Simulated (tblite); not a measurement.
Compound: C₇H₁₄P₂.
Cartesian coordinates in Å at the GFN2-xTB level; atoms count from 1:
```xyz
23
C7H14P2 angstrom
C     -1.824   -2.654    0.814
C     -0.597   -2.186    0.957
C      0.095   -1.327   -0.042
P      0.249    0.424    0.624
C     -1.529    0.929    0.371
C     -1.772    2.380    0.760
P      1.066    1.296   -1.213
C      2.775    0.731   -0.934
C      3.333   -0.215   -1.673
H     -2.407   -2.457   -0.071
H     -2.295   -3.260    1.569
H     -0.034   -2.395    1.857
H      1.115   -1.686   -0.213
H     -0.446   -1.310   -0.992
H     -2.128    0.266    1.004
H     -1.815    0.757   -0.671
H     -1.433    2.563    1.778
H     -2.833    2.616    0.702
H     -1.235    3.053    0.093
H      1.252    2.543   -0.601
H      3.322    1.201   -0.126
H      4.339   -0.562   -1.497
H      2.801   -0.682   -2.487
```

Level: GFN2-xTB in tblite, geometry and Hessian alike; calculated harmonic values, unscaled, isolated species. The method is semi-empirical: single wavenumbers can be off by several per cent or more. Modes of hydrogen on phosphorus can be 10 to 20 % off. One conformer, not necessarily the lowest.

Harmonic wavenumbers (cm⁻¹): 30.6, 41.4, 54.0, 67.4, 75.5, 115.2, 142.7, 164.2, 205.0, 245.6, 256.4, 315.5, 324.0, 412.0, 471.4, 556.4, 591.8, 675.7, 707.3, 713.2, 763.2, 773.8, 833.7, 859.2, 890.7, 895.4, 951.6, 993.3, 998.2, 1012.3, 1015.3, 1018.3, 1054.6, 1079.0, 1168.7, 1183.9, 1222.4, 1234.9, 1254.4, 1288.7, 1394.7, 1407.7, 1408.7, 1432.8, 1444.2, 1495.5, 1499.2, 1652.5, 1706.4, 2225.1, 2928.2, 2930.8, 2936.5, 2942.9, 3015.4, 3019.5, 3026.1, 3027.0, 3055.2, 3082.8, 3096.4, 3107.2, 3125.4.

A = 1352, B = 828.5, C = 561.1 MHz; mass 160.057 u (most abundant isotopes); point group C1, symmetry number 1.

What is the zero-point energy?

Half the sum of the wavenumbers: 40809 cm⁻¹ = 116.68 kcal/mol.

Entropy at 298.15 K, 1 bar (ideal gas, RRHO, classical rotation)?

Translation 41.15, rotation 30.61, vibration 46.22: S = 118.0 cal/(mol K).

And Cp and H(298.15 K) − H(0)?

Cp = 47.97 cal/(mol K), of which vibrations give 40.02 (their classical limit is 63 R = 125.2); H(298.15 K) − H(0) = 8.96 kcal/mol without the zero-point energy, 6.59 from vibrations.

Which modes carry the vibrational entropy at 298.15 K?

30.6 cm⁻¹: 5.79; 41.4 cm⁻¹: 5.19; 54.0 cm⁻¹: 4.67; 67.4 cm⁻¹: 4.23; 75.5 cm⁻¹: 4.00; 115.2 cm⁻¹: 3.18 cal/(mol K); the other 57 give 19.16 together.

How do the functions run with temperature in this model?

```json
{"T (K)": "50", "S (cal/(mol K))": "65.3", "Cp (cal/(mol K))": "18.2", "H − H(0) (kcal/mol)": "0.64", "G − H(0) (kcal/mol)": "-2.63", "ln q(vib)": "1.48"}
{"T (K)": "100", "S (cal/(mol K))": "80.3", "Cp (cal/(mol K))": "25.4", "H − H(0) (kcal/mol)": "1.74", "G − H(0) (kcal/mol)": "-6.29", "ln q(vib)": "3.92"}
{"T (K)": "373.15", "S (cal/(mol K))": "129.7", "Cp (cal/(mol K))": "56.8", "H − H(0) (kcal/mol)": "12.90", "G − H(0) (kcal/mol)": "-35.50", "ln q(vib)": "14.87"}
{"T (K)": "500", "S (cal/(mol K))": "148.2", "Cp (cal/(mol K))": "69.6", "H − H(0) (kcal/mol)": "20.94", "G − H(0) (kcal/mol)": "-53.14", "ln q(vib)": "19.31"}
{"T (K)": "750", "S (cal/(mol K))": "180.1", "Cp (cal/(mol K))": "87.6", "H − H(0) (kcal/mol)": "40.76", "G − H(0) (kcal/mol)": "-94.29", "ln q(vib)": "27.46"}
{"T (K)": "1000", "S (cal/(mol K))": "207.0", "Cp (cal/(mol K))": "99.6", "H − H(0) (kcal/mol)": "64.26", "G − H(0) (kcal/mol)": "-142.77", "ln q(vib)": "34.89"}
```

q(vib) and H(0) count from the zero-point level.

Blend soft modes into free rotors: weight 1/[1 + (100 cm⁻¹/ν̃)⁴] for the oscillator and the rest for a rotor with moment μB/(μ + B), μ = h/(8π²ν), B = 10⁻⁴⁴ kg m². What vibrational entropy results?

40.27 cal/(mol K) in place of 46.22, which changes −T·S at 298.15 K by +1.77 kcal/mol.

Hindered rotation and anharmonicity are outside this model. Other conformers, if any are populated, would add a mixing term that is left out. The structure is chiral; the term R ln 2 for an equal mix with its mirror image is left out.
